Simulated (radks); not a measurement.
The numbers below are computed, except where a source is named.
All-electron atom: Sr XXV in [Ne] 3s2 3p2.

Code: a radial shooting solver on a logarithmic mesh with Libxc functionals. Model: scalar-relativistic Kohn-Sham, PBE, spin-polarised, spherical densities, point nucleus; open shells are filled with parallel spins first (spin-orbit coupling, left out, can overturn this in heavy ions).

Energy parts (hartree):
| part | energy |
|---|---|
| total | -2800.84467 |
| kinetic | 2881.90903 |
| electron-nucleus | -6112.77714 |
| Hartree | 500.54752 |
| exchange-correlation | -70.52408 |

Orbitals (lengths in bohr, moments of r in powers of bohr; <r^-3> diverges for s and p1/2):
orbital,occ.,eigenvalue (hartree),<r^-3>
1s up,1,-626.4598,-
1s down,1,-626.3526,-
2s up,1,-118.5032,-
2s down,1,-118.4159,-
2p up,3,-110.0379,1848
2p down,3,-109.9158,1847
3s up,1,-44.33254,-
3s down,1,-43.89261,-
3p up,2,-41.61977,426.9
3p down,0,-41.18381,426.5

The highest occupied level is 3p up at -1132.5 eV. Summed over all electrons, <r^2> = 1.034 bohr^2, which gives a Langevin (diamagnetic) susceptibility term of -0.819 x 10^-6 cm^3/mol. The density falls to 0.001 e/bohr^3 at r = 1.10 bohr. For comparison, the ionisation energy in NIST's Atomic Spectra Database is 1165 eV (semi-empirical). In exact Kohn-Sham theory the highest level is minus the ionisation energy, but local and semilocal functionals leave it too shallow, through self-interaction and a potential that decays too fast; potentials with the right tail come closer. Spin moment in Bohr magnetons: 2.
